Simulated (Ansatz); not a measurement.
`BB1CO1` + `BO` → `BOB1CO1` + BH₃ at 400 K and 1 bar (cleavage of the B–B bond).

Gas-phase electronic energies from Ansatz, PBE0-D4/def2-TZVP geometries. CCSD(T)/CBS is the MP2 limit (def2-TZVPP, def2-QZVPP) plus CCSD(T) − MP2 in def2-TZVPP, frozen cores. This one scheme is used for every species. One conformer a species, not always the lowest.

```json
{"species": "`BB1CO1`", "CCSD(T)/CBS energy (Eh)": "-165.17216", "H − E (kJ/mol)": "165.6", "S (J/(mol·K))": "309.1"}
{"species": "`BO`", "CCSD(T)/CBS energy (Eh)": "-101.80414", "H − E (kJ/mol)": "108.2", "S (J/(mol·K))": "244.0"}
{"species": "`BOB1CO1`", "CCSD(T)/CBS energy (Eh)": "-240.45540", "H − E (kJ/mol)": "185.8", "S (J/(mol·K))": "349.6"}
{"species": "BH₃", "CCSD(T)/CBS energy (Eh)": "-26.55200", "H − E (kJ/mol)": "82.6", "S (J/(mol·K))": "199.4"}
```

H − E and S are ideal-gas, rigid-rotor, harmonic terms from PBE0-D4/def2-TZVP, for one conformer and one mirror image of each species. 1 Eh = 2625.50 kJ/mol, R = 8.31446 J/(mol·K).

By hand: ΔE, ΔH, ΔS and ΔG.

ΔE = (-240.45540) + (-26.55200) − (-165.17216) − (-101.80414) = -0.03110 Eh = -81.7 kJ/mol. Δ(H − E) = 185.8 + 82.6 − 165.6 − 108.2 = -5.4, so ΔH = -87.1 kJ/mol. ΔS = 349.6 + 199.4 − 309.1 − 244.0 = -4.1 J/(mol·K). ΔG = -87.1 − 400 × (-4.1)/1000 = -85.5 kJ/mol.

By hand: the equilibrium constant, and the temperature at which ΔG would vanish if ΔH and ΔS stayed fixed.

log₁₀ K = −ΔG/(RT ln 10) = 11.2. ΔG = 0 at ΔH/ΔS = 21244 K, far beyond where these terms or the molecules hold.

The number of gas molecules stays the same, so ΔS is small and ΔH decides. A doubt of 5 kJ/mol in ΔE shifts log₁₀ K by 0.7 here. Other conformers and mirror images would add mixing entropy, several J/(mol·K) or more a flexible species. Modes under 60 cm⁻¹, often nearly free rotors, make the harmonic entropy too high. These are equilibria of isolated gas molecules and say nothing of rates. Largest T1 diagnostic: 0.016 (customary marks: 0.02 for closed shells, 0.045 for open ones).
